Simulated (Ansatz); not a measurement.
Species: C4H4BFO, SMILES `Bc1cocc1F` (charge 0, multiplicity 1).

Q: Give a relaxed geometry from B3LYP-D3(BJ)/def2-SVP in Ansatz (a program for electronic structure).

A: Several could match; the one computed here: the end point of this relaxation, one of several conformers (outside a Z-matrix the atoms follow the SMILES, hydrogens last).
Cartesian coordinates (Å) in one orientation:
```xyz
11

B      1.950     0.144    -0.033
C      0.436    -0.039    -0.015
C     -0.251    -1.235    -0.135
O     -1.576    -1.061    -0.082
C     -1.823     0.281     0.078
C     -0.627     0.930     0.122
F     -0.452     2.235     0.267
H      2.447     1.235     0.080
H      2.657    -0.826    -0.161
H      0.099    -2.258    -0.261
H     -2.860     0.594     0.140
```
